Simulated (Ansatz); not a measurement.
A made-up structure of MgGeH₃Cl, closed shell:

Cl1  (-0.038, -3.703, 1.104)
Mg2  (0.009, 0.884, -0.264)
Ge3  (-0.020, -1.577, 0.467)
H4  (-1.289, 1.281, -1.320)
H5  (1.450, 1.310, -1.101)
H6  (-0.109, 1.971, 1.064)
(Å)

It is relaxed with PBE-D4/def2-SVP and then PBE0-D4/def2-TZVP (Ansatz 0.2.0). Atoms count as bonded within 1.22 times the sum of their covalent radii (H–H: 0.88 Å). The end point is not checked to be a true minimum.

(1) Does its bonding change? (A judgement: the text doesn't fix the answer.)

## Answers

(1) The calculation gives: Yes. Formed: Ge3–H4, Ge3–H5, Ge3–H6; broken: Mg2–Ge3, Mg2–H4, Mg2–H5, Mg2–H6.

Where it ends: The first stage lowers the energy by 4.34 eV in 16 steps. It ends as a complex of GeH₃Cl ([Cl][GeH3]) + Mg:
| atom | x (Å) | y (Å) | z (Å) |
| --- | --- | --- | --- |
| Cl1 | -0.0314 | -2.5104 | 0.7440 |
| Mg2 | 0.0380 | 3.1189 | -0.9252 |
| Ge3 | -0.0052 | -0.4355 | 0.1293 |
| H4 | -1.2059 | -0.2244 | -0.7999 |
| H5 | 1.3229 | -0.1965 | -0.5978 |
| H6 | -0.1162 | 0.4137 | 1.4006 |

Labels in which every atom is bracketed show which atoms are joined, not bond orders.

For scale, one of the runs: PBE0-D4/def2-TZVP relaxation, 135 basis functions, launched by `ansatz run in.yaml --threads 2 --pin off --events-out ev --progress --plain --max-ram 4352MiB`. The run took about 20 s on 2 CPU threads of an Intel Xeon Platinum 8259CL (shared host).
